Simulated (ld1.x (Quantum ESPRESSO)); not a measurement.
## Configuration tests for Sn (Z = 50) (TM semilocal)

ld1.x (Quantum ESPRESSO) 7.5 input, shortened:

```
&input
   title='Sn', zed=50., rel=1, dft='PBE', iswitch=3,
   config='[Kr] 4d10 5s1 5p3'
 /
 &inputp
   pseudotype=1, tm=.true., lloc=1,
   nlcc=.true., new_core_ps=.true., rcore=1.50
 /
2
5S  1  0   1.00   0.00  1.50  1.50  0.0
5P  2  1   3.00   0.00  2.75  2.75  0.0
 &test
   configts(1)='5s1 5p3'
 /
```

Energies are relative to the spin-unpolarised reference configuration 5s1 5p3; without spin polarisation the order of configurations can differ from experiment. The frozen-core shift is the all-electron ΔE with the core orbitals held at their reference shape minus the fully relaxed ΔE.

```json
{"valence configuration": "5s2 5p2", "charge": "0", "ΔE all-electron (eV)": "-6.978", "error AE − PS (meV)": "-16", "frozen-core shift (meV)": "+14"}
{"valence configuration": "5s2 5p1", "charge": "+1", "ΔE all-electron (eV)": "-0.104", "error AE − PS (meV)": "-15", "frozen-core shift (meV)": "+5.2"}
{"valence configuration": "5s2 5p0", "charge": "+2", "ΔE all-electron (eV)": "13.849", "error AE − PS (meV)": "-42", "frozen-core shift (meV)": "+31"}
{"valence configuration": "5s2 5p1.5", "charge": "+0.5", "ΔE all-electron (eV)": "-4.362", "error AE − PS (meV)": "-15", "frozen-core shift (meV)": "+9.1"}
{"valence configuration": "5s1 5p2", "charge": "+1", "ΔE all-electron (eV)": "7.546", "error AE − PS (meV)": "-6.4", "frozen-core shift (meV)": "+9.7"}
```

Task: What are ΔE and the potential's error for 5s2 5p2.3?

Result: ΔE = -7.827 eV all-electron; the error (AE − PS) is -16 meV.

Task: What are ΔE and the potential's error for 5s0 5p4?

Result: ΔE = 7.208 eV all-electron; the error (AE − PS) is -21 meV.

Levels in the configuration 5s2 5p2.3:

```json
{"level": "5s", "all-electron (eV)": "-8.659", "pseudo (eV)": "-8.628"}
{"level": "5p", "all-electron (eV)": "-1.994", "pseudo (eV)": "-1.994"}
```
